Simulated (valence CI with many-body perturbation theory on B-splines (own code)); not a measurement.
## V III: what each term of the Hamiltonian does

Calculated by configuration interaction combined with many-body perturbation theory (CI+MBPT): three valence electrons over a frozen Dirac-Fock core [Ar], a basis of 9 s, 9 p, 10 d, 8 f, 5 g, 3 h, 1 i functions for each j, with the one-electron correlation potential Σ1 (screened to all orders), the two-electron term Σ2, the three-electron term Σ3, Breit, model QED; selected single and double excitations, second order for the rest, scaled by the run's own slope (own B-spline code, finite nucleus).

Against 63 measured levels this calculation errs by 855 cm⁻¹ on average and by 1608 at most. These come from a selection out of Sugar and Corliss, J. Phys. Chem. Ref. Data 7, 1191 (1978). Levels without a partner in it may be off by more, other configurations by 1,000 to 8,000 cm⁻¹. 1 measured level below the end of the list, from 89458 cm⁻¹ on, found no clear computed partner, and computed levels of the same name lie up to 1940 cm⁻¹ from them.

Each rung adds one term. CI alone is the Dirac-Coulomb CI over the frozen core; QED comes last and gives the full result, which names the levels. Energies are above 3d3 4F_3/2 on the same rung, in eV. A blank means that the level has no clear partner on that rung.

Letters in brackets count levels of one name in rising energy.

```
         Level  CI alone    + Σ1    + Σ2    + Σ3  + Breit    Full
    3d3 4F_5/2    0.0150  0.0182  0.0208  0.0208   0.0177  0.0178
    3d3 4F_7/2    0.0359  0.0432  0.0493  0.0493   0.0416  0.0418
    3d3 4F_9/2    0.0619  0.0745  0.0850  0.0850   0.0712  0.0716
    3d3 4P_1/2     1.450   1.508   1.466   1.467    1.464   1.464
    3d3 2G_7/2     1.431   1.505   1.511   1.479    1.473   1.473
    3d3 4P_3/2     1.457   1.517   1.476   1.477    1.473   1.473
    3d3 4P_5/2     1.477   1.540   1.502   1.502    1.495   1.495
    3d3 2G_9/2     1.455   1.533   1.542   1.510    1.500   1.500
    3d3 2P_3/2     1.731   1.845   1.919   1.977    1.976   1.976
    3d3 2P_1/2     1.719   1.833   1.905   1.980    1.976   1.976
    3d3 2H_9/2     1.990   2.084   2.039   2.039    2.031   2.031
   3d3 2H_11/2     2.010   2.107   2.064   2.064    2.051   2.051
3d3 2D_3/2 [a]     1.901   2.011   2.122   2.086    2.078   2.079
3d3 2D_5/2 [a]     1.924   2.036   2.148   2.094    2.086   2.087
    3d3 2F_7/2             3.431   3.436   3.460    3.453   3.453
    3d3 2F_5/2             3.435   3.449   3.473    3.467   3.467
 3d2.4s 4F_3/2     2.788   3.622   5.260   5.303    5.313   5.317
3d3 2D_5/2 [b]     4.959           5.328   5.330    5.326   5.326
 3d2.4s 4F_5/2     2.807   3.644   5.284   5.326    5.333   5.338
```

(1) How does the ionisation energy move along the ladder, and which term matters most?

Results:

(1) CI alone 26.046, + Σ1 27.371, + Σ2 29.028, + Σ3 29.027, + Breit 29.034, + QED 29.035 eV. The largest step is Σ2, 1.657 eV. NIST lists 29.3111 eV (measured), further off than its uncertainty and the later steps.
